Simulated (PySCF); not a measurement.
# Krypton: a sound run and one with changed settings

Sound run: Kr(2+) [Ar] 3d10 4s2 4p4, Kr(3+) [Ar] 3d10 4s2 4p3. All numbers are calculated (PySCF 2.14, no relativity, point nucleus, in 6-31G*). In the sound run the correlated levels freeze [Ar] 3d10. The sound run starts from symmetry-adapted Hartree-Fock orbitals and uses a fine grid where one is needed.

Changed run: the spin-free X2C one-electron Hamiltonian (Gaussian nucleus). This setting is unsound on purpose.

| species | method | sound run (hartree) | changed run (hartree) | converged |
| --- | --- | --- | --- | --- |
| Kr(2+) | UHF | -2750.34076 | -2778.00909 | yes |
| Kr(2+) | B3LYP | -2752.04443 | -2779.71026 | yes |
| Kr(2+) | r2SCAN | -2751.99637 | -2779.66307 | yes |
| Kr(2+) | MP2 | -2750.41406 | -2778.08183 | yes |
| Kr(2+) | CCSD(T) | -2750.43075 | -2778.09811 | yes |
| Kr(3+) | UHF | -2749.07893 | -2776.73928 | yes |
| Kr(3+) | B3LYP | -2750.72839 | -2778.38590 | yes |
| Kr(3+) | r2SCAN | -2750.68522 | -2778.34355 | yes |
| Kr(3+) | MP2 | -2749.13931 | -2776.79913 | yes |
| Kr(3+) | CCSD(T) | -2749.15533 | -2776.81472 | yes |

Ionisation energy of Kr(2+):

| method | sound run (eV) | changed run (eV) |
| --- | --- | --- |
| UHF | 34.336 | 34.553 |
| B3LYP | 35.811 | 36.037 |
| r2SCAN | 35.678 | 35.906 |
| MP2 | 34.688 | 34.904 |
| SCS-MP2 | 34.699 | 34.915 |
| CCSD | 34.698 | 34.915 |
| CCSD(T) | 34.706 | 34.923 |

Most of the change in total energy is the relativistic energy itself. On top of that the contraction fixes the core shape for the Hamiltonian it was made with, so the changed run is not a good calculation with the other Hamiltonian either.

For comparison, NIST gives 35.838 ± 0.02 eV between the lowest levels.
